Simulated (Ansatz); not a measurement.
Ansatz (a quantum-chemistry and plane-wave program) input for BrSi, SMILES Br[Si] (connectivity only; charge and spin as stated), charge +1, multiplicity 1, B3LYP-D3(BJ)/def2-TZVP. 

Ansatz 0.2 input:
```yaml
crystal:
  periodic: [false, false, false]
  atoms:
    - {symbol: Si, position_ang: [0.00000000, 0.00000000, -1.52905304]}
    - {symbol: Br, position_ang: [0.00000000, 0.00000000, 0.61162122]}
basis:
  gaussian:
    orbitals: def2-TZVP
hamiltonian:
  xc: b3lyp
  dispersion: d3bj
total_charge: 1
relax: {f_tol: 0.002, max_steps: 200}
```

Output:

```
WARN ansatz: RAYON_NUM_THREADS=1 ignored (pool sized by the plan → 1); use --threads N
Functional definition: B3LYP
integrals: 0.02 GiB planned
674 factors; their error is unknown
mean field: 0.22 GiB planned
mean field evaluation 1: about -77913.5119 eV, gradient 3.2e1 eV
mean field evaluation 2: about -77886.9842 eV, gradient 9.9e1 eV
mean field evaluation 4: about -77916.7200 eV, gradient 5.7e0 eV
mean field evaluation 8: about -77917.1945 eV, gradient 3.2e-1 eV
mean field evaluation 16: about -77917.1946 eV, gradient 2.0e-5 eV
mean field -77917.19461405 eV, -2863.4040878950 hartree, gradient 2.0e-5 eV, S^2 0.000000; 0 other end points of the search recorded, 0 dependent functions left out
the calculation of the forces begins
reference -77917.19479336 eV, -2863.4040944843 hartree; 24, 24 occupied and 61, 61 virtual orbitals, 674 factors
relax step   1: F+E_penalty+E_count = -77917.28275304 eV  Δ(F+E_penalty+E_count) = +0.000e0 eV  max|allowed force component| = 3.543e-1 eV/Å  Δτ_max = 0.0000 Å  (27 SCF iters, accepted)
these checks for a lower state are left out or cut short: starts, cluster_reference, orbital_swaps, neighbouring_geometries, increment
integrals: 0.02 GiB planned
674 factors; their error is unknown
mean field: 0.22 GiB planned
mean field -77917.19782612 eV, -2863.4042059363 hartree, gradient 1.3e-5 eV, S^2 0.000000; 0 other end points of the search recorded, 0 dependent functions left out
the calculation of the forces begins
reference -77917.19800506 eV, -2863.4042125123 hartree; 24, 24 occupied and 61, 61 virtual orbitals, 674 factors
relax step   2: F+E_penalty+E_count = -77917.28601574 eV  Δ(F+E_penalty+E_count) = -3.263e-3 eV  max|allowed force component| = 1.982e-3 eV/Å  Δτ_max = 0.0091 Å  (31 SCF iters, accepted)
integrals: 0.02 GiB planned
674 factors; their error is unknown
mean field: 0.22 GiB planned
mean field evaluation 32: about -77913.6353 eV, gradient 3.2e1 eV
mean field -77917.19782612 eV, -2863.4042059363 hartree, gradient 1.3e-5 eV, S^2 0.000000; 1 other end points of the search recorded, 0 dependent functions left out
the calculation of the forces begins
reference -77917.19800506 eV, -2863.4042125123 hartree; 24, 24 occupied and 61, 61 virtual orbitals, 674 factors
Total energy: -77917.28619468 eV, -2863.4074534210 hartree
Atom 0 at    -0.000000    -0.000000    -1.519913 Å, force     0.000000     0.000000    -0.001982 eV/Å
Atom 1 at     0.000000     0.000000     0.602482 Å, force     0.000000     0.000000     0.001982 eV/Å
Dipole moment:    -0.000000    -0.000000    -0.940121 e Å
```

The calculation finished and met its thresholds.
